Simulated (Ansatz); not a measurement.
`OP(O)[SeH]` + `C=O` → `O=C[SeH]` + `OPO`  (formal exchange of groups at the Se–P bond)

Gas-phase electronic energies from Ansatz, PBE0-D4/def2-TZVP geometries. CBS: MP2 limit from def2 TZ/QZ plus the TZ coupled-cluster correction, frozen cores. This one scheme is used for every species. Functionals use def2-TZVPP. HSE06 is defined as in plane-wave codes. For Se outer-core shells are correlated without core-valence functions, which leaves a few kJ/mol of doubt a bond. Scalar relativity is left out up to krypton. One conformer a species, not always the lowest.

`OP(O)[SeH]`:

```xyz
7

O     0.266    0.934   -1.125
P    -0.816    0.063   -0.275
O    -0.520    0.887    1.096
Se    0.323   -1.917    0.041
H     0.420    0.541   -1.990
H    -1.213    0.726    1.744
H     1.540   -1.234    0.508
```

`C=O`:

Cartesian coordinates in Å:
```
C 0.001 0.005 0.000
O -0.300 -1.152 0.019
H 0.914 0.382 0.503
H -0.615 0.765 -0.521
```

`O=C[SeH]`:

Cartesian coordinates in Å:
```
O -1.298 -1.020 0.663
C -0.582 -0.187 0.207
Se 1.287 -0.494 -0.154
H -0.910 0.835 -0.052
H 1.502 0.866 -0.664
```

`OPO`:

Cartesian coordinates in Å:
```
O -0.293 -0.865 -0.866
P 0.235 -0.417 0.629
O -0.320 1.107 0.804
H -1.084 -1.405 -0.796
H 1.546 -0.120 0.147
H -0.084 1.699 0.082
```

**Question.** Is it downhill or uphill in electronic energy at CCSD(T)/CBS, and by how much? (Estimate.)

**Answer.** Ansatz gave: Uphill: ΔE = +29.9 kJ/mol.

**Question.** What do these levels give: LDA (SPW92), HSE06-D4, BHLYP-D4, B2PLYP, BLYP, PBE0, RPA@PBE/def2-TZVPP, HF/def2-SVP, MP2/def2-SVP, CCSD(T)/def2-SVP, SCS-MP2/def2-QZVPP, HF/CBS(def2)? (Best estimate.)

**Answer.** Ansatz gave: LDA (SPW92) 16.8, HSE06-D4 25.8, BHLYP-D4 30.1, B2PLYP 21.7, BLYP 15.0, PBE0 23.0, RPA@PBE/def2-TZVPP 19.3, HF/def2-SVP 25.7, MP2/def2-SVP 23.4, CCSD(T)/def2-SVP 22.1, SCS-MP2/def2-QZVPP 26.8, HF/CBS(def2) 28.3 kJ/mol.

Largest T1 diagnostic among the species: 0.015.

From PBE to PBE0 (25 % exact exchange), in def2-TZVPP and without D4, ΔE moves by +5.5 kJ/mol. Leaving LDA and LC-ωPBE aside and taking each functional with its dispersion term where it has one, the values, not all of them listed here, spread over 9.4 kJ/mol, from PBE-D4 to BHLYP-D4. At CCSD(T), def2-SVP lies −7.8 kJ/mol from the extrapolated value and def2-TZVPP −7.0 kJ/mol.
